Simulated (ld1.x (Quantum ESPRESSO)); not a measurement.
# N (Z = 7) TM: all-electron and pseudo phase curves

* Element: nitrogen (N)
* Generator: ld1.x (Quantum ESPRESSO) 7.5
* Type: norm-conserving Troullier–Martins (Kleinman–Bylander form)
* Functional: PBE
* Relativity: fully relativistic
* Frozen core: [He]
* Valence charge: 5
* Reference configuration: 2s2 2p2 (charge +1)
* Partial waves: 2s (bound): rc 0.90 bohr; 2p (bound): rc 2.20 bohr
* Local potential: the p channel
* Core correction: none

Open shells are filled in proportion to 2j + 1 (rel_dist='average').

The phase is arctan(r·u′/u) with u = r·R(r), unwrapped; energies in Ry, scanned from -4 to 5 Ry. A pole is an energy at which the radial function vanishes at the test radius. The pseudo phase is shifted by a multiple of π to meet the all-electron one at the reference energy, and phase errors are pseudo minus all-electron; the curves can meet again beyond the range given. Levels narrower than the energy grid can be missing from the lists of poles.

For each channel, where are the poles, and over which energies does the pseudopotential scatter like the atom?

```json
{"channel": "s", "radius (bohr)": "2.39", "reference energy (Ry)": "-2.39", "poles, all-electron": "-2.14, 4.42", "poles, pseudo": "-2.14, 4.42", "unbroken range about the reference energy with phases within 0.05 rad": "below -0.2", "phase error 1 Ry above the reference energy (rad)": "+0.011"}
{"channel": "p1/2", "radius (bohr)": "2.39", "reference energy (Ry)": "-1.52", "poles, all-electron": "-1.24, 4.28", "poles, pseudo": "-1.23", "unbroken range about the reference energy with phases within 0.05 rad": "below -0.1", "phase error 1 Ry above the reference energy (rad)": "+0.027"}
{"channel": "p3/2", "radius (bohr)": "2.39", "reference energy (Ry)": "-1.52", "poles, all-electron": "-1.24, 4.28", "poles, pseudo": "-1.23", "unbroken range about the reference energy with phases within 0.05 rad": "below -0.1", "phase error 1 Ry above the reference energy (rad)": "+0.026"}
```

Phases in the p1/2 channel:

```
E (Ry)  all-electron  pseudo
 -4.00         1.327   1.330
 -3.76         1.315   1.319
 -3.52         1.302   1.305
 -3.28         1.285   1.289
 -3.04         1.264   1.269
 -2.80         1.236   1.242
 -2.56         1.197   1.205
 -2.32         1.135   1.145
 -2.08         1.013   1.027
 -1.84         0.652   0.676
 -1.60        -0.762  -0.752
 -1.36        -1.458  -1.453
 -1.12        -1.644  -1.633
 -0.88        -1.736  -1.721
 -0.64        -1.803  -1.780
 -0.40        -1.862  -1.830
 -0.16        -1.925  -1.879
  0.08        -1.999  -1.932
  0.32        -2.096  -1.994
  0.56        -2.236  -2.074
  0.80        -2.455  -2.181
  1.04        -2.807  -2.335
  1.28        -3.296  -2.567
  1.52        -3.757  -2.912
  1.76        -4.065  -3.343
  2.00        -4.254  -3.735
  2.24        -4.375  -4.012
  2.48        -4.459  -4.194
  2.72        -4.519  -4.316
  2.96        -4.566  -4.402
  3.20        -4.603  -4.465
  3.44        -4.633  -4.513
  3.68        -4.659  -4.552
  3.92        -4.682  -4.584
  4.16        -4.703  -4.610
  4.40        -4.722  -4.633
  4.64        -4.740  -4.654
  4.88        -4.758  -4.672
```
